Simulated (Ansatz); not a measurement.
Mulliken charges of F3ITi (`[F][Ti]([F])([F])[I]`) from PBE/def2-TZVPP in Ansatz (PBE0-D4/def2-TZVP geometry).

```json
{"atom": "F1", "x (Å)": "-0.871", "y (Å)": "-0.558", "z (Å)": "1.461", "charge (e)": "-0.298"}
{"atom": "Ti2", "x (Å)": "0.030", "y (Å)": "-0.173", "z (Å)": "0.028", "charge (e)": "0.943"}
{"atom": "F3", "x (Å)": "1.715", "y (Å)": "-0.494", "z (Å)": "0.297", "charge (e)": "-0.298"}
{"atom": "F4", "x (Å)": "-0.541", "y (Å)": "-1.141", "z (Å)": "-1.295", "charge (e)": "-0.298"}
{"atom": "I5", "x (Å)": "-0.283", "y (Å)": "2.293", "z (Å)": "-0.532", "charge (e)": "-0.047"}
```

Q: By hand: the dipole of these point charges (1 e Å = 4.8032 D).

A: Σ q r = (-0.049, 0.383, -0.087) e Å, of length 0.396 e Å = 1.90 D.

Q: How does the dipole of the full density compare? (Estimate.)

A: Ansatz gave: (-0.014, 0.111, -0.025) e Å, 0.55 D; the point charges give 3.45 times that, at 0° from its direction.

Point charges leave out the atoms' own dipoles, such as those of lone pairs, and Mulliken's split depends on the basis, so the two needn't agree.
